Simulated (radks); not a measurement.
Values are calculated unless marked as measured or tabulated.
Ionisation of neutral helium, [He], to 1s1 as the strength of local exchange is varied. Code: a radial shooting solver on a logarithmic mesh with Libxc functionals. Model: scalar-relativistic Kohn-Sham, Slater X-alpha exchange (alpha = 2/3 is LDA exchange), no correlation, spin-unpolarised, spherical densities, point nucleus.

alpha  E(He) (hartree)  exchange (hartree)  IE (eV)  -e of the level emptied (eV)  <r> of it (bohr)
0.594         -2.63177            -0.74423   23.630                   12.897 (1s)            0.9955
0.667         -2.72419            -0.85334   24.958                   14.073 (1s)            0.9719
0.695         -2.76016            -0.89621   25.477                   14.537 (1s)            0.9632
0.953         -3.10488            -1.31773   30.512                   19.116 (1s)            0.8902
0.963         -3.11873            -1.33503   30.716                   19.304 (1s)            0.8876
0.975         -3.13539            -1.35588   30.962                   19.532 (1s)            0.8846
0.987         -3.15211            -1.37684   31.209                   19.761 (1s)            0.8815

NIST Atomic Spectra Database: 24.587 eV (measured). The Delta-SCF value meets it near alpha = 0.65. Spin polarisation and multiplet splitting are left out, so open shells lie too high by an amount that depends on their filling.

Beside tabulated values, note that spin-unpolarised runs miss the spin-polarisation part of the exchange energy of open shells.
